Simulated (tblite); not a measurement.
Species: C₄H₆ClSi (doublet state).
SMILES: `C=[C]/C(Cl)=C\[SiH3]`

Computed with GFN2-xTB (tblite): harmonic, unscaled wavenumbers at the GFN2-xTB geometry, gas phase. Against measured fundamentals such values can be off by several per cent, at times by over 20. Modes of hydrogen on silicon can be 10 to 20 % off. Open shells enter through the occupations alone, without spin polarisation, and single modes of such species can be off by tens of per cent.

Harmonic wavenumbers (cm⁻¹): 53.5, 93.2, 109.8, 170.5, 177.0, 286.5, 430.0, 443.4, 475.2, 523.6, 534.8, 633.5, 681.3, 774.7, 779.6, 800.3, 809.8, 864.4, 925.2, 1018.7, 1246.5, 1334.9, 1408.8, 1958.1, 2219.9, 2235.3, 2269.7, 3008.4, 3020.3, 3088.2.

A = 3118, B = 1430, C = 997.9 MHz; mass 116.993 u (most abundant isotopes); point group Cs, symmetry number 1; spin multiplicity 2.

Question: What is the zero-point energy?

Answer: Half the sum of the wavenumbers: 16188 cm⁻¹ = 193.64 kJ/mol.

Question: What is S at 350 K and 1 bar for an ideal gas of classical rigid rotors and harmonic oscillators?

Answer: Translation 171.58, rotation 121.96, vibration 115.33, spin (R ln 2) 5.76: S = 414.6 J/(mol K).

Question: And Cp and H(350 K) − H(0)?

Answer: Cp = 147.54 J/(mol K), of which vibrations give 114.28 (their classical limit is 30 R = 249.4); H(350 K) − H(0) = 32.71 kJ/mol without the zero-point energy, 21.07 from vibrations.

Question: What must be added to the electronic energy to get the Gibbs energy at 350 K and 1 bar?

Answer: ZPE + [H(350 K) − H(0)] − T·S = 193.64 + 32.71 − 145.12 = 81.23 kJ/mol.

Question: Which modes carry the vibrational entropy at 350 K?

Answer: 53.5 cm⁻¹: 20.92; 93.2 cm⁻¹: 16.34; 109.8 cm⁻¹: 15.00; 170.5 cm⁻¹: 11.44; 177.0 cm⁻¹: 11.14; 286.5 cm⁻¹: 7.42 J/(mol K); the other 24 give 33.07 together.

Question: Blend soft modes into free rotors: weight 1/[1 + (100 cm⁻¹/ν̃)⁴] for the oscillator and the rest for a rotor with moment μB/(μ + B), μ = h/(8π²ν), B = 10⁻⁴⁴ kg m². What vibrational entropy results?

Answer: 106.80 J/(mol K) in place of 115.33, which changes −T·S at 350 K by +2.98 kJ/mol.

Hindered rotation and anharmonicity are outside this model.

Time: 0.35 s of wall time. Hardware: an Arm Neoverse V1 with one thread (shared host). The figure is for the frequency step alone.
